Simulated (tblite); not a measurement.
Species: C2H11PSSi2.
Atom-mapped SMILES: `[CH3:1][Si@H:2]([PH2:3])[CH2:4][S:5][SiH3:6]` (hydrogens: H7, H8, H9 on C1; H10 on Si2; H11, H12 on P3; H13, H14 on C4; H15, H16, H17 on Si6)

A start from a force field or distance geometry was refined with GFN2-xTB geometry optimisation, gas phase in tblite 0.8.0. Values at the start:

```csv
coordinate,start
C1–Si2,1.852 Å
C1–H7,1.111 Å
Si2–P3,2.211 Å
Si2–C4,1.876 Å
Si2–H10,1.451 Å
P3–H11,1.456 Å
P3–H12,1.471 Å
C4–S5,1.823 Å
C4–H13,1.101 Å
C4–H14,1.120 Å
S5–Si6,2.156 Å
Si6–H15,1.466 Å
C1–Si2–P3,112.7°
C1–Si2–C4,106.4°
Si2–C4–S5,110.9°
P3–Si2–C4,106.9°
C4–S5–Si6,105.3°
C1–Si2–C4–S5,-17°
Si2–C4–S5–Si6,-110°
```

How do these coordinates change at the GFN2-xTB level?

```
   coordinate  GFN2-xTB (Å or °)  change
       P3–H12              1.381  -0.090
       P3–H11              1.383  -0.073
       C1–Si2              1.900  +0.048
       Si2–P3              2.250  +0.039
       Si2–C4              1.911  +0.035
       C4–H14              1.089  -0.031
      Si2–H10              1.477  +0.026
        C1–H7              1.086  -0.025
       S5–Si6              2.135  -0.021
       C4–H13              1.088  -0.013
        C4–S5              1.830  +0.007
      Si6–H15              1.459  -0.007
    C1–Si2–P3              108.8    -3.9
    C1–Si2–C4              110.0    +3.6
    C4–S5–Si6              102.9    -2.4
    Si2–C4–S5              113.1    +2.2
    P3–Si2–C4              105.5    -1.4
Si2–C4–S5–Si6                -76     +34
 C1–Si2–C4–S5                -45     -28
```

The energy falls by 0.699 eV over 152 L-BFGS steps, the largest force on an atom goes from 1.72 to 0.010 eV/Å, and the atoms move by 0.720 Å rms after alignment. The bond that changes most is P3–H12 (three-coordinate phosphorus to P–H hydrogen), which shortens by 0.090 Å. Bonds longer at the end by more than 0.005 Å: 5 of 16; shorter: 10. Among the dihedrals that turn most is H10–Si2–P3–H11, from 101° to 43°. Rotational constants go from 3419, 610.2, 578.2 to 2802, 644.1, 623.2 MHz.

Its GFN2-xTB frequencies are all real (lowest 16 cm⁻¹). The numbers are those of one conformer. 3 starts were optimised and ended at 0.00, 0.34 and 1.42 kcal/mol (GFN2-xTB); the lowest of these is shown.

The numbers are calculated, not measured.
